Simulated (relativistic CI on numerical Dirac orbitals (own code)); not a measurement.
## Co+: L-alpha,beta X-ray emission

Computed with this model: Dirac-Coulomb-Breit CI, orbitals from a KLI potential per configuration, QED by a radiative potential, valence Slater integrals scaled by 0.8, multiplet model of X-ray emission after core ionisation; configurations [Ar] 3d8 → [He] 2s2 2p5 3s2 3p6 3d8 → [Ar] 3d7; 300 K; Lorentzian 0.84 eV and Gaussian 0.5 eV FWHM. Energies are those of the free ion, without screening or charge transfer. S is read from ⟨S²⟩ = S(S + 1).

Field parameters in Wybourne normalisation: D3d B²₀ = −7Dσ, B⁴₀ = −14Dq − 21Dτ, B⁴₃ = −14√(10/7) Dq; D4h B²₀ = −7Ds, B⁴₀ = 21(Dq − Dt), B⁴₄ = 21√(5/14) Dq; Td as Oh with Dq negative (B⁴₀ = 21Dq, B⁴₄ = √(5/14) B⁴₀). The field is a parameter set, without covalency.

Computed curve for Td, 10Dq = -3800 cm⁻¹, scaled to 100 at the maximum (points under 2 are left out and the grid is thinned):

(Energy (eV), Intensity): (773.8, 2.1), (774.5, 2.9), (775.1, 4.5), (775.8, 7.6), (776.4, 12.3), (777.1, 22.2), (777.7, 35.1), (778.4, 58.8), (779.0, 67.5), (779.7, 74.9), (780.3, 98.1), (781.0, 81.1), (781.6, 41.8), (782.3, 18.8), (782.9, 12.0), (783.6, 7.2), (784.2, 4.7), (784.9, 3.2), (785.5, 2.6), (786.2, 2.3), (786.8, 2.2), (787.5, 2.5), (788.1, 2.9), (788.8, 3.3), (789.4, 3.9), (790.1, 6.5), (790.7, 11.2), (791.4, 17.4), (792.0, 31.0), (792.7, 67.3), (793.3, 92.3), (794.0, 76.3), (794.6, 52.1), (795.3, 56.9), (795.9, 39.4), (796.6, 14.0), (797.2, 7.0), (797.9, 4.2), (798.5, 2.9), (799.2, 2.0)

The ground state has S = 1.00, and the centroid lies at 786.35 eV.
